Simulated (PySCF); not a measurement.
Delta-SCF ions had no search for a lower state. Excitations are Tamm–Dancoff values on a coarser integration grid. The basis has no diffuse functions, so Rydberg states are missing or too high.

## C$_{2}$H$_{6}$Si, SMILES `CC=[SiH2]` (charge 0, multiplicity 1)

Method: PBE0-D3(BJ)/def2-TZVP in PySCF 2.14.0.

```yaml
HOMO: -6.16 eV
dipole_moment: 0.041 e·Å
LUMO: -1.03 eV
HOMO–LUMO gap: 5.13 eV
S1 excitation (TDA): 5.31 eV
S1 oscillator strength: 0.430
brightest of the four lowest singlets (TDA): 5.31 eV
T1 excitation (TDA): 2.41 eV
S1–T1 gap (TDA): 2.90 eV
vertical ionisation energy (Delta-SCF): 8.17 eV
total_energy: -369.0689 Ha
cost: about 90 core-seconds (a rough figure)
```

```xyz
9

C     -1.2909    -0.0693     0.3179
C      0.1125    -0.4567    -0.0156
Si     1.5483     0.3549     0.4246
H     -1.7976    -0.8613     0.8802
H     -1.8821     0.0975    -0.5894
H     -1.3388     0.8433     0.9159
H      0.2273    -1.3621    -0.6088
H      2.8803    -0.1430     0.0233
H      1.5416     1.5966     1.2295
```
